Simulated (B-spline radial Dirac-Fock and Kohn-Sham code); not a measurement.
Method: the Dirac equation of a negative muon with reduced mass in the field of a spherical finite nucleus, with the Uehling potential to all orders; nuclear polarisation, deformation, hyperfine structure, self-energy, higher-order vacuum polarisation, relativistic recoil and electron screening are left out. Computed with a B-spline atomic structure program. The nuclear charge is a Fermi distribution (skin thickness 2.3 fm).

Q: A muonic atom of atomic mass 52.94 u emits these computed lines: 2p3/2 → 1s1/2 1175 keV, 3d5/2 → 2p3/2 245.6 keV, 4f7/2 → 3d5/2 85.67 keV, 5g9/2 → 4f7/2 39.58 keV. Which element is it, and what rms charge radius was used?

A: Manganese (Z = 25, nuclide ⁵³Mn); the high transitions hardly feel the nucleus and fix Z. The 2p → 1s line lies 154.6 keV below the value for a point nucleus without QED, which for this nuclear model gives a radius near 3.67 fm (3.6662 fm was used).
